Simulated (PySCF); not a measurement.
Species: WO2(OMe)2, C2H6O4W (singlet state).
Geometry (PBE0-D3(BJ)/def2-SVP, Å), atoms numbered from 1 in this order:
```xyz
13
C2H6O4W angstrom
W      0.546   -0.016    0.373
O      0.594    0.059    2.080
O      2.170   -0.133   -0.144
O     -0.234    1.535   -0.312
C     -0.229    2.933   -0.277
H     -0.315    3.301    0.759
H     -1.086    3.307   -0.858
H      0.699    3.329   -0.721
O     -0.401   -1.527   -0.174
C     -0.419   -2.926   -0.173
H      0.522   -3.330   -0.581
H     -1.255   -3.272   -0.800
H     -0.561   -3.312    0.850
```

The calculation used PySCF 2.14.0, PBE0-D3(BJ)/def2-SVP geometry optimisation, gas phase, def2 core potentials past Kr.

Which atoms are bound to W1, and at what distances?

4 atoms: O3 1.709 Å, O2 1.709 Å, O9 1.866 Å, O4 1.866 Å. The nearest atom not counted as bound is C10, at 3.11 Å (others tie with it).

List the angles at W1.

```csv
angle,degrees,distance of the outer atoms (Å)
O4–W1–O9,110.7,3.07
O3–W1–O4,110.1,2.93
O2–W1–O9,110.0,2.93
O2–W1–O4,110.0,2.93
O3–W1–O9,109.8,2.92
O2–W1–O3,106.2,2.73
```

What is the shape at W1?

Tetrahedral: angles from 106.2° to 110.7°; τ4 = (360° − α − β)/141° = 0.99 with α and β the two widest (0 for a square, 1 for a tetrahedron). The W–O distances aren't all alike: 1.709 to 1.866 Å.

What are the other bond lengths?

O4–C5, O9–C10 1.399 Å; C5–H6 and 5 like bonds 1.102 Å.

Give some angles away from the centre.

W1–O4–C5 145.1°.

What are the rotational constants (commonest isotopes, rigid rotor)?

A = 3052, B = 1230, C = 1122 MHz: an asymmetric top.

Charge 0, singlet. PBE0-D3(BJ)/def2-SVP frequencies: not computed here.
